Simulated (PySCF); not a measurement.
**A small calculation by hand: oscillator strength and radiative lifetime**

1-ethyl-4-methoxybenzene (C9H12O), SMILES CCc1ccc(OC)cc1.

Geometry: B3LYP-D3(BJ)/def2-SVP. The values are those of a single conformer.

TDDFT-PBE0/def2-SVP in PySCF 2.14.0 puts the first singlet state with f over 0.02 at 5.07 eV (vertical), with the transition dipole (-0.112, 0.509, 0.105) in atomic units.

### Question
Find the oscillator strength, the wavelength and the radiative lifetime that this transition would have in vacuum if emission retraced absorption.

### Answer

|μ|² = 0.2827 au, so |μ| = 1.35 D. ΔE = 5.07/27.211 = 0.1863 hartree. f = (2/3) ΔE |μ|² = 0.035 (the program prints 0.035).
λ = 1239.84/5.07 = 245 nm; ν = 40892 cm⁻¹.
Einstein's coefficient A = 0.6670 ν² f s⁻¹ (ν in cm⁻¹) = 3.9e7 s⁻¹, so τ = 1/A = 26 ns. This state is S1. The figure is the radiative limit of this one transition; relaxation, internal conversion, crossing to triplets and a medium change what is measured.
